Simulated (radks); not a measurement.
The numbers below are computed, except where a source is named.
Bi I, configuration [Hg] 6p3. Level of theory: scalar-relativistic Kohn-Sham, HCTH/407, spin-unpolarised, spherical densities, finite nucleus; Fermi nuclear charge, rms radius 5.5211 fm (a radial shooting solver on a logarithmic mesh with Libxc functionals). Some entries of the table are withheld. Estimate them.

| orbital | occ. | eigenvalue (hartree) | r(max) (bohr) | <r^2> (bohr^2) |
|---|---|---|---|---|
| 1s | 2 | -3329.298 | 0.009667 | 0.0003466 |
| 2s | 2 | (1) | 0.05622 | (2) |
| 2p | 6 | -512.6242 | 0.04691 | (3) |
| 3s | 2 | -144.6425 | 0.1585 | 0.03370 |
| 3p | 6 | -120.0195 | 0.1588 | 0.03499 |
| 3d | 10 | -95.22970 | 0.1293 | 0.02897 |
| 4s | 2 | -33.24633 | 0.3558 | 0.1603 |
| 4p | 6 | -25.16645 | 0.3757 | 0.1838 |
| 4d | 10 | -15.91326 | 0.3811 | 0.2052 |
| 5s | 2 | -5.83719 | 0.7699 | 0.7711 |
| 4f | 14 | -5.70786 | 0.3412 | 0.2305 |
| 5p | 6 | -3.56139 | 0.8589 | (4) |
| 5d | 10 | -1.02360 | 1.029 | 1.742 |
| 6s | 2 | -0.53940 | 1.862 | 5.283 |
| 6p | 3 | -0.17122 | 2.439 | 10.98 |

Answer. 
(1) 2s eigenvalue (hartree): -598.7291
(2) 2s <r^2> (bohr^2): 0.005247
(3) 2p <r^2> (bohr^2): 0.004484
(4) 5p <r^2> (bohr^2): 1.008
